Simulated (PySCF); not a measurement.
EPR parameters of C4H4N3OSi

C4H4N3OSi (doublet state).
Geometry (GFN2-xTB, Å), atoms numbered from 1 in this order:
```
atom  x, y, z in Å
N1    -4.3476   -0.6829   -0.1087
C2    -3.2726   -0.4217    0.1886
C3    -1.9312   -0.1134    0.4871
C4    -0.8601   -0.0780   -0.4317
C5     0.2341    0.2552    0.3438
Si6    1.9762    0.6707   -0.0552
N7     2.3969   -0.0146   -1.5685
O8    -0.1877    0.4118    1.6240
N9    -1.5205    0.1837    1.7061
H10   -0.8876   -0.2720   -1.4826
H11    2.8941    0.6959    1.0701
H12    2.3575   -1.0153   -1.7041
H13    3.1439    0.3812   -2.1152
```

The hyperfine couplings belong to this conformer and change with its torsions.

The species is `N#CC1=NOC([SiH]N)=C1` [radical].

Method used: UKS B3LYP, pcH-1 on C H N O Si, non-relativistic, mean-field spin-orbit, GIAO in PySCF. Isolated species at its GFN2-xTB geometry (one conformer only). Couplings are sensitive to structure, and on GFN2-xTB geometries they can be far from those on DFT ones, by a factor of two or more for some ions and for spin on atoms past the first row. Stability of the SCF solution: not tested.

```
g1, g2, g3                      : 2.00209, 2.00243, 2.00407
g_iso                           : 2.00286
Form of g                       : rhombic: the two nearest values differ by 17 % of g3 − g1
⟨S²⟩                            : 0.7573 (exact 0.7500)
HOMO–LUMO gap, α and β orbitals : 3.71, 5.03 eV
```

Isotropic coupling and dipolar principal values T1 to T3, in MHz; ρ(0) is the spin density at the nucleus:

```json
{"atom": "N1", "isotope": "14N", "a_iso": "-0.3", "of which spin–orbit": "0.0", "T1": "-1.1", "T2": "0.4", "T3": "0.7", "Mulliken spin population": "-0.01", "ρ(0) (bohr⁻³)": "-0.0010"}
{"atom": "C2", "isotope": "13C", "a_iso": "2.4", "of which spin–orbit": "0.0", "T1": "-0.6", "T2": "-0.1", "T3": "0.7", "Mulliken spin population": "0.01", "ρ(0) (bohr⁻³)": "0.0022"}
{"atom": "C3", "isotope": "13C", "a_iso": "-9.6", "of which spin–orbit": "0.0", "T1": "-7.1", "T2": "3.3", "T3": "3.8", "Mulliken spin population": "-0.05", "ρ(0) (bohr⁻³)": "-0.0086"}
{"atom": "C4", "isotope": "13C", "a_iso": "11.5", "of which spin–orbit": "0.0", "T1": "-10.4", "T2": "-9.9", "T3": "20.3", "Mulliken spin population": "0.13", "ρ(0) (bohr⁻³)": "0.0103"}
{"atom": "C5", "isotope": "13C", "a_iso": "-7.2", "of which spin–orbit": "0.0", "T1": "-11.5", "T2": "4.2", "T3": "7.3", "Mulliken spin population": "-0.08", "ρ(0) (bohr⁻³)": "-0.0064"}
{"atom": "Si6", "isotope": "29Si", "a_iso": "-410.1", "of which spin–orbit": "1.1", "T1": "-160.2", "T2": "78.3", "T3": "81.8", "Mulliken spin population": "0.85", "ρ(0) (bohr⁻³)": "0.4627"}
{"atom": "N7", "isotope": "14N", "a_iso": "18.9", "of which spin–orbit": "0.0", "T1": "-2.2", "T2": "-1.6", "T3": "3.8", "Mulliken spin population": "0.01", "ρ(0) (bohr⁻³)": "0.0583"}
{"atom": "O8", "isotope": "17O", "a_iso": "-4.5", "of which spin–orbit": "0.0", "T1": "-11.3", "T2": "5.2", "T3": "6.2", "Mulliken spin population": "0.03", "ρ(0) (bohr⁻³)": "0.0073"}
{"atom": "N9", "isotope": "14N", "a_iso": "4.3", "of which spin–orbit": "0.0", "T1": "-5.1", "T2": "-5.0", "T3": "10.1", "Mulliken spin population": "0.10", "ρ(0) (bohr⁻³)": "0.0133"}
{"atom": "H10", "isotope": "1H", "a_iso": "-8.5", "of which spin–orbit": "0.0", "T1": "-3.5", "T2": "-1.0", "T3": "4.5", "Mulliken spin population": "-0.01", "ρ(0) (bohr⁻³)": "-0.0019"}
{"atom": "H11", "isotope": "1H", "a_iso": "61.7", "of which spin–orbit": "0.0", "T1": "-9.7", "T2": "1.8", "T3": "7.9", "Mulliken spin population": "0.02", "ρ(0) (bohr⁻³)": "0.0138"}
{"atom": "H12", "isotope": "1H", "a_iso": "60.8", "of which spin–orbit": "0.0", "T1": "-3.9", "T2": "-2.0", "T3": "5.9", "Mulliken spin population": "0.02", "ρ(0) (bohr⁻³)": "0.0136"}
{"atom": "H13", "isotope": "1H", "a_iso": "5.7", "of which spin–orbit": "0.0", "T1": "-5.3", "T2": "-2.4", "T3": "7.7", "Mulliken spin population": "0.00", "ρ(0) (bohr⁻³)": "0.0013"}
```

The largest Mulliken spin populations are on Si6 (+0.85), C4 (+0.13), N9 (+0.10) and C5 (-0.08). Si6 is the only atom above +0.15. The angles at Si6 add up to 347.8°, so it is slightly pyramidal.

Axes: g3 points within 10° of the C3–C4 bond.

Under fast tumbling the dipolar parts average out, and these isotropic splittings remain: 1 × 1H (H11, I = 1/2, 2 lines) with 2.20 mT, 1 × 1H (H12, I = 1/2, 2 lines) with 2.17 mT, 1 × 14N (N7, I = 1, 3 lines) with 0.67 mT, 1 × 1H (H10, I = 1/2, 2 lines) with 0.30 mT, 1 × 1H (H13, I = 1/2, 2 lines) with 0.20 mT and 1 × 14N (N9, I = 1, 3 lines) with 0.15 mT.

H12 and H13 aren't averaged: N7 is flat or nearly so (angle sum 351°), and its turn about the short N7–Si6 bond (1.71 Å) is taken as slow.

The 13C coupling of C4 (11.5 MHz) shows only in satellite lines or after enrichment, since that isotope makes up about 1.07 % of natural carbon.

The 29Si coupling of Si6 (-410.1 MHz) shows only in satellite lines or after enrichment, since that isotope makes up about 4.7 % of natural silicon.

The spin density at the nucleus, in bohr⁻³, is negative for C3 (-0.0086), C5 (-0.0064) and H10 (-0.0019), for instance. A restricted open-shell determinant has no negative spin density anywhere; here it arises because α and β orbitals differ (spin polarisation).
